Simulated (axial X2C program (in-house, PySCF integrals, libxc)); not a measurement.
## Potential curves of TaTe, two-component

All values were computed with an in-house all-electron X2C program for linear molecules (integrals from PySCF). Two-component (2c) means X2C with spin–orbit coupling and atomic mean-field two-electron Coulomb and Gaunt terms. Basis: Ta dyall-cv3z [13s14p9d7f4g], Te dyall-cv3z [11s12p8d4f1g] (cores contracted in-house); Gaussian nuclei, density fitting, unrestricted open shells. Masses: Ta 180.948 u, Te 129.906 u.

State: Ω = 3/2 (⟨Sz⟩ = 1.49, ⟨Lz⟩ = 0.01 at PBE0). Energies in eV from the lowest point of each curve. Fits are polynomials in 1 − R0/R over 0.85 to 1.23 times the lowest point R0.

```tsv
R (Å)	PBE0	LDA
2.1593	1.4456	1.2344
2.2586	0.5894	0.4635
2.3331	0.2285	0.1539
2.4075	0.0467	0.0137
2.4820	0.0000	0.0000
2.5689	0.0717	0.1009
2.6557	0.2389	0.2888
2.7674	0.5443	0.6112
2.9039	0.9902	1.0676
3.1025	1.6647	1.7553
```

One determinant describes the state; a PBE0 search over occupations chose it and may have missed a lower one. Density functionals use the spin component along the axis (collinear). PBE0 can misorder states that lie within some tenths of an eV, so this need not be the ground state of the molecule. The nearest other 2c determinant of the search, Ω = 3/2, lies 0.14 eV up at the distance of the search. With several unpaired electrons one determinant need not be a pure state. At some level and bond length an empty orbital lies below a filled one. This is the top spin component of a Σ state; components of lower Ω are not single determinants and can lie lower. The determinant is spin-polarised beyond a pure state at some levels (its spin-free form has ⟨S²⟩ too high), which makes Re and μ there less reliable.

(1) Fit the PBE0 curve near its minimum: give the equilibrium distance and the harmonic wavenumber.

(2) Fit the LDA curve near its minimum: give the equilibrium distance and the harmonic wavenumber.

## Answers

(1) At PBE0, 2c: Re = 2.475 Å, ωe ≈ 259 cm⁻¹; Be follows as 0.0364 cm⁻¹.

(2) At LDA, 2c: Re = 2.453 Å, ωe ≈ 261 cm⁻¹; Be follows as 0.037 cm⁻¹.
